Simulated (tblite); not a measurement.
A geometry optimisation, step by step.

Species: CHBrF (doublet state).
SMILES with atom numbers: `[F:1][CH:2][Br:3]` (hydrogens: H4 on C2)

Computed with GFN2-xTB (tblite), gas phase: L-BFGS steps from a force-field or distance-geometry start until the largest atomic force falls under 0.01 eV/Å. 14 of its 16 geometries are shown.

Step 0: E = -309.5480 eV, largest atomic force 0.560 eV/Å
```
atom  x, y, z in Å  |  force x, y, z in eV/Å
F1     -1.015   -0.917   -0.053    0.556   0.015  -0.061
C2     -0.129    0.072    0.119   -0.365   0.302   0.182
Br3     1.695   -0.202   -0.005   -0.347  -0.188  -0.084
H4     -0.541    1.052   -0.083    0.156  -0.129  -0.037
```

Step 1: E = -309.5571 eV, largest atomic force 0.406 eV/Å
```
atom  x, y, z in Å  |  force x, y, z in eV/Å
F1     -1.007   -0.917   -0.054    0.388  -0.090  -0.081
C2     -0.134    0.077    0.121   -0.106   0.161   0.245
Br3     1.690   -0.205   -0.007   -0.323  -0.163  -0.077
H4     -0.539    1.050   -0.084    0.040   0.091  -0.087
```

Step 2: E = -309.5729 eV, largest atomic force 0.429 eV/Å
```
atom  x, y, z in Å  |  force x, y, z in eV/Å
F1     -0.984   -0.920   -0.058    0.036  -0.237  -0.114
C2     -0.144    0.087    0.134    0.224  -0.026   0.341
Br3     1.673   -0.214   -0.011   -0.116  -0.107  -0.065
H4     -0.535    1.052   -0.088   -0.144   0.370  -0.162
```

Step 3: E = -309.5819 eV, largest atomic force 0.393 eV/Å
```
atom  x, y, z in Å  |  force x, y, z in eV/Å
F1     -0.966   -0.927   -0.063   -0.102  -0.174  -0.107
C2     -0.148    0.095    0.148    0.194  -0.078   0.323
Br3     1.658   -0.222   -0.015    0.081  -0.061  -0.055
H4     -0.534    1.058   -0.093   -0.174   0.313  -0.161
```

Step 5: E = -309.5894 eV, largest atomic force 0.138 eV/Å
```
atom  x, y, z in Å  |  force x, y, z in eV/Å
F1     -0.952   -0.934   -0.071   -0.062   0.079  -0.043
C2     -0.150    0.102    0.172   -0.029  -0.011   0.131
Br3     1.650   -0.232   -0.021    0.134   0.007  -0.031
H4     -0.538    1.070   -0.103   -0.043  -0.074  -0.057
```

Step 6: E = -309.5909 eV, largest atomic force 0.162 eV/Å
```
atom  x, y, z in Å  |  force x, y, z in eV/Å
F1     -0.954   -0.933   -0.073    0.002   0.120  -0.021
C2     -0.151    0.101    0.179   -0.045   0.017   0.059
Br3     1.655   -0.233   -0.023    0.024   0.023  -0.019
H4     -0.541    1.069   -0.106    0.018  -0.160  -0.018
```

Step 7: E = -309.5917 eV, largest atomic force 0.158 eV/Å
```
atom  x, y, z in Å  |  force x, y, z in eV/Å
F1     -0.955   -0.931   -0.075    0.024   0.104  -0.011
C2     -0.151    0.101    0.184   -0.022   0.018   0.025
Br3     1.658   -0.232   -0.024   -0.044   0.030  -0.011
H4     -0.542    1.067   -0.109    0.042  -0.152  -0.004
```

Step 8: E = -309.5925 eV, largest atomic force 0.094 eV/Å
```
atom  x, y, z in Å  |  force x, y, z in eV/Å
F1     -0.956   -0.927   -0.077    0.019   0.046  -0.003
C2     -0.151    0.101    0.191    0.017   0.002   0.003
Br3     1.660   -0.232   -0.025   -0.082   0.033  -0.002
H4     -0.543    1.062   -0.111    0.047  -0.081   0.001
```

Step 9: E = -309.5928 eV, largest atomic force 0.063 eV/Å
```
atom  x, y, z in Å  |  force x, y, z in eV/Å
F1     -0.956   -0.924   -0.078   -0.001   0.001  -0.002
C2     -0.151    0.101    0.194    0.025  -0.012   0.005
Br3     1.659   -0.231   -0.026   -0.057   0.026   0.000
H4     -0.542    1.059   -0.113    0.034  -0.015  -0.003
```

Step 10: E = -309.5930 eV, largest atomic force 0.026 eV/Å
```
atom  x, y, z in Å  |  force x, y, z in eV/Å
F1     -0.956   -0.924   -0.078   -0.013  -0.016  -0.002
C2     -0.150    0.101    0.195    0.009  -0.015   0.009
Br3     1.657   -0.231   -0.026   -0.018   0.018  -0.002
H4     -0.541    1.058   -0.113    0.022   0.013  -0.006
```

Step 12: E = -309.5930 eV, largest atomic force 0.021 eV/Å
```
atom  x, y, z in Å  |  force x, y, z in eV/Å
F1     -0.956   -0.924   -0.079   -0.007  -0.008   0.000
C2     -0.150    0.100    0.196   -0.020  -0.004   0.005
Br3     1.656   -0.229   -0.026    0.015   0.006  -0.003
H4     -0.540    1.058   -0.113    0.012   0.006  -0.002
```

Step 13: E = -309.5931 eV, largest atomic force 0.021 eV/Å
```
atom  x, y, z in Å  |  force x, y, z in eV/Å
F1     -0.957   -0.925   -0.079   -0.001  -0.001   0.001
C2     -0.150    0.100    0.196   -0.021   0.002   0.001
Br3     1.656   -0.229   -0.027    0.015   0.000  -0.002
H4     -0.539    1.058   -0.114    0.007  -0.001   0.001
```

Step 14: E = -309.5931 eV, largest atomic force 0.011 eV/Å
```
atom  x, y, z in Å  |  force x, y, z in eV/Å
F1     -0.957   -0.925   -0.079    0.002   0.002   0.001
C2     -0.151    0.100    0.196   -0.011   0.003  -0.001
Br3     1.656   -0.228   -0.027    0.007  -0.001  -0.001
H4     -0.538    1.058   -0.114    0.002  -0.003   0.001
```

Step 15: E = -309.5931 eV, largest atomic force 0.002 eV/Å
```
atom  x, y, z in Å  |  force x, y, z in eV/Å
F1     -0.957   -0.925   -0.079    0.001   0.001   0.000
C2     -0.151    0.100    0.196   -0.002   0.001  -0.001
Br3     1.656   -0.228   -0.027    0.001  -0.001   0.000
H4     -0.538    1.058   -0.114    0.000  -0.001   0.000
```

Q: Summarise the path.

A: The energy falls by 1.04 kcal/mol from step 0 to step 15; nine tenths of that is first reached at step 5. It never rises by more than 0.2 meV. The largest force goes from 0.560 to 0.002 eV/Å. Among the bonds F1–C2 changes most, from 1.339 to 1.332 Å; the atoms move by 0.061 Å rms after alignment.

Q: Follow the three bonds and two angles with the largest change from start to end.

A: 
```csv
step,E above end (kcal/mol),largest force (eV/Å),F1–C2 (Å),C2–H4 (Å),C2–Br3 (Å),F1–C2–Br3 (°),Br3–C2–H4 (°)
0,1.04,0.560,1.339,1.082,1.849,122.3,119.8
1,0.83,0.406,1.334,1.074,1.850,121.5,119.7
2,0.47,0.429,1.326,1.064,1.847,119.2,119.6
3,0.26,0.393,1.326,1.065,1.841,117.3,119.4
4,0.13,0.219,1.330,1.073,1.839,115.6,119.3
5,0.08,0.138,1.332,1.078,1.842,115.3,119.2
6,0.05,0.162,1.334,1.082,1.847,115.3,119.0
7,0.03,0.158,1.334,1.083,1.851,115.3,118.9
8,0.01,0.094,1.333,1.081,1.854,115.4,118.8
9,0.00,0.063,1.332,1.080,1.853,115.4,118.7
10,0.00,0.026,1.332,1.079,1.851,115.4,118.6
11,0.00,0.022,1.332,1.079,1.850,115.4,118.6
12,0.00,0.021,1.332,1.079,1.850,115.4,118.5
13,0.00,0.021,1.332,1.079,1.850,115.5,118.3
14,0.00,0.011,1.332,1.079,1.850,115.5,118.2
15,0.00,0.002,1.332,1.079,1.850,115.5,118.2
```

The cost below is that of the whole relaxation. The run took under 0.1 s wall on an Intel Xeon 6975P-C with one thread, shared host with 192 logical CPUs at a one-minute load of 51.
